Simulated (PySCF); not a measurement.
Spinor energies of Tb⁴⁶⁺ (terbium, charge +46)

Start: [Ar] 3d1; 3d5/2 filled at m_j = +5/2. Calculated with PySCF 2.14 in an uncontracted even-tempered set (16 s from 11 bohr⁻², ratio 2.8; 12 p from 15 bohr⁻², ratio 2.8; 8 d from 15 bohr⁻², ratio 2.8; 3 f from 44 bohr⁻², ratio 3): generalised Hartree-Fock with the X2C-1e Hamiltonian and a Gaussian nucleus; one run each with spin-orbit coupling (SO) screened by Boettger's factors, then bare. This is a chosen level, not necessarily the ground level.

```tsv
spinor shell	electrons	ε, screened SO (eV)	ε, bare SO (eV)	weight of nominal j (bare SO)	rms radius, bare SO (bohr)
1s1/2	2	-55138.6	-55138.2	1.000	0.0245
2s1/2	2	-11585.0	-11584.9	1.000	0.0979
2p1/2	2	-11152.5	-11172.0	1.000	0.0835
3s1/2	2	-4394.9	-4394.8	1.000	0.241
3p1/2	2	-4216.5	-4221.2	1.000	0.230
3p3/2	4	-4031.8	-4030.1	1.000	0.242
3d5/2	1	-3775.9	-3772.9	1.000	0.210
```

(1) Where does 2p3/2 lie, and what is the 2p spin-orbit splitting (bare SO)?

```
   quantity  screened SO      bare SO
E (hartree)  -9822.66140  -9823.09344
        M_J          5/2          5/2
       ⟨J²⟩        8.751        8.751
       ⟨L²⟩        6.032        6.034
       ⟨S²⟩        0.781        0.784
```

Each row is a mean over spinors that exchange with the open shell spreads, by up to 23.753 eV (3p3/2).

Breit and QED terms are absent; they matter most for the inner s and p1/2 levels.

Densities and radii are taken from the X2C orbitals without a picture-change correction, which distorts them close to the nucleus.

Answers

(1) At -10385.6 eV, 786.37 eV above 2p1/2.
